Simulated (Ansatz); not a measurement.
silene cation (CH4Si), SMILES C=[SiH2] (connectivity only; charge and spin as stated), charge +1, multiplicity 2.

Geometry: B3LYP-D3(BJ)/def2-TZVP. The spin state was assumed, not searched.

Two levels are set side by side: PBE/def2-TZVPD (Ansatz, a first-principles code) and PBE0/def2-TZVPD (Ansatz). Energy differences of separate SCF runs at the same geometry; the states with an electron removed or added have multiplicity 1 and 1. Differences are taken from unrounded values.

```tsv
quantity	PBE0
vertical ionisation energy (eV)	17.27
vertical electron affinity (eV)	8.45
```

Task: What does PBE give, and how far is it from PBE0? (The exact figures need the calculation; the answer reports its results.)

Result: 
| quantity | PBE | PBE minus PBE0 |
|---|---|---|
| vertical ionisation energy (eV) | 17.38 | 0.11 |
| vertical electron affinity (eV) | 8.63 | 0.18 |
